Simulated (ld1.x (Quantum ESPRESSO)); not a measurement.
An all-electron radial function and its pseudo partner (O (Z = 8))

Columns: radius, all-electron u(r) and pseudo u(r) of the 2p shell (level -43.25 eV) of oxygen in the configuration [He] 2s2 2p2; PBE, non-relativistic, TM scheme, ld1.x (Quantum ESPRESSO) 7.5.

| r (bohr) | all-electron | pseudo |
| --- | --- | --- |
| 0.055 | 0.0447 | 0.0223 |
| 0.110 | 0.1457 | 0.0870 |
| 0.165 | 0.2694 | 0.1870 |
| 0.220 | 0.3966 | 0.3116 |
| 0.275 | 0.5165 | 0.4478 |
| 0.330 | 0.6235 | 0.5822 |
| 0.385 | 0.7150 | 0.7033 |
| 0.440 | 0.7907 | 0.8030 |
| 0.495 | 0.8514 | 0.8777 |
| 0.550 | 0.8975 | 0.9279 |
| 0.605 | 0.9302 | 0.9571 |
| 0.660 | 0.9506 | 0.9701 |
| 0.715 | 0.9602 | 0.9718 |
| 0.770 | 0.9603 | 0.9658 |
| 0.825 | 0.9525 | 0.9543 |
| 0.880 | 0.9380 | 0.9384 |
| 0.935 | 0.9181 | 0.9181 |
| 0.990 | 0.8938 | 0.8938 |
| 1.045 | 0.8660 | 0.8660 |
| 1.100 | 0.8357 | 0.8357 |
| 1.155 | 0.8035 | 0.8035 |
| 1.210 | 0.7700 | 0.7700 |
| 1.265 | 0.7357 | 0.7357 |
| 1.320 | 0.7011 | 0.7011 |
| 1.375 | 0.6666 | 0.6666 |
| 1.430 | 0.6325 | 0.6325 |

Q: How many radial nodes do the two functions have?

A: The all-electron 2p function has n − l − 1 = 0; the pseudo-wave has 0.

Q: At about which radius was the pseudo-wave matched?

A: 1.00 bohr. The columns agree to 0.0005 from 0.88 bohr on; several derivatives are matched, so the curves merge somewhat inside the radius.

Q: Is the pseudo-wave norm-conserving?

A: Yes: the TM scheme keeps the norm inside the radius equal to the all-electron one, which fixes the energy derivative of the logarithmic derivative at the level.
